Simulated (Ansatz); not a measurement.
F2Ge (SMILES [F][Ge][F]) moved off its minimum; all values from Ansatz (a program for electronic structure), cores frozen in correlated methods.
(charge 0, multiplicity 1)
```xyz
3

Ge     0.0071    -0.0441     0.3909
F      0.6290     1.1628    -0.7250
F     -0.7297    -1.0693    -0.7747
```

```json
[
 {"level": "HF/def2-TZVPP", "largest force (eV/Å)": "1.11", "on atom": "F2", "rms difference from CCSD(T)/aug-cc-pVTZ (eV/Å)": "0.576", "dipole (D)": "2.63"},
 {"level": "PBE/def2-TZVPP", "largest force (eV/Å)": "1.44", "on atom": "F3", "rms difference from CCSD(T)/aug-cc-pVTZ (eV/Å)": "0.394", "dipole (D)": "2.24"},
 {"level": "r2SCAN/def2-TZVPP", "largest force (eV/Å)": "0.83", "on atom": "Ge1", "rms difference from CCSD(T)/aug-cc-pVTZ (eV/Å)": "0.042", "dipole (D)": "2.25"},
 {"level": "B3LYP/def2-TZVPP", "largest force (eV/Å)": "1.08", "on atom": "F3", "rms difference from CCSD(T)/aug-cc-pVTZ (eV/Å)": "0.175", "dipole (D)": "2.49"},
 {"level": "wB97M-V/def2-TZVPP", "largest force (eV/Å)": "0.86", "on atom": "Ge1", "rms difference from CCSD(T)/aug-cc-pVTZ (eV/Å)": "0.015", "dipole (D)": "2.48"},
 {"level": "MP2/aug-cc-pVTZ", "largest force (eV/Å)": "0.92", "on atom": "Ge1", "rms difference from CCSD(T)/aug-cc-pVTZ (eV/Å)": "0.053", "dipole (D)": "2.40"},
 {"level": "CCSD(T)/aug-cc-pVTZ", "largest force (eV/Å)": "0.87", "on atom": "Ge1", "rms difference from CCSD(T)/aug-cc-pVTZ (eV/Å)": "0.000", "dipole (D)": "2.43"}
]
```

The differences count from one level among others, with limits of its own. Forces at CCSD(T)/aug-cc-pVTZ (eV/Å):

```
atom      Fx      Fy      Fz
----  ------  ------  ------
Ge1    0.417   0.615   0.449
F2    -0.076  -0.144   0.112
F3    -0.341  -0.471  -0.561
```
